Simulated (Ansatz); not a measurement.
Ideal-gas functions of `[SiH3][O][Ge][Cl]` at 800 K and 1 bar, from an Ansatz frequency run at PBE0-D4/def2-TZVP.

Molar mass 155.17 g/mol, point group Cs (symmetry number 1), electronic degeneracy 1, moments of inertia 131.718, 268.967, 394.749 u Å². Harmonic wavenumbers (cm⁻¹, unscaled): 82, 93, 110, 235, 377, 511, 722, 727, 946, 951, 957, 995, 2234, 2238, 2239.

Use S(trans) = R[1.5 ln M + 2.5 ln T − 1.1517]; rotational temperatures θ = 24.2544 K / I; S(rot) = R[ln(√π/σ · √(T³/θAθBθC)) + 1.5]; for each mode x = 1.438777 ν̃/T, S = R[x/(eˣ − 1) − ln(1 − e⁻ˣ)] and H = RT x/(eˣ − 1); 1 cm⁻¹ = 0.0119627 kJ/mol; R = 8.31446 J/(mol·K).

Question: By hand: the entropy, in J/(mol·K).

Answer: Translation 192.3. Rotation: θ = 0.1841, 0.0902, 0.0614 K, giving 129.2. Vibration, mode by mode: 24.24, 23.19, 21.80, 15.54, 11.70, 9.30, 6.70, 6.65, 4.83, 4.80, 4.76, 4.50, 0.76, 0.76, 0.76, in all 140.3. Electronic 0.0. Sum 461.8 J/(mol·K).

Question: By hand: H − E and G − E in kJ/mol, counted from the electronic energy.

Answer: Zero-point energy ½ × 13417 × 0.0119627 = 80.3; thermal vibration 50.2; translation, rotation and pV give 4 RT = 26.6. H − E = 157.1 kJ/mol, and G − E = 157.1 − 800 × 461.8/1000 = -212.3 kJ/mol.

Vibration gives 30 % of the entropy, 69.2 J/(mol·K) of it from the modes under 150 cm⁻¹: soft modes count most, and the harmonic formula is weakest for them. The sum counts one conformer and one mirror image; others add a mixing term.
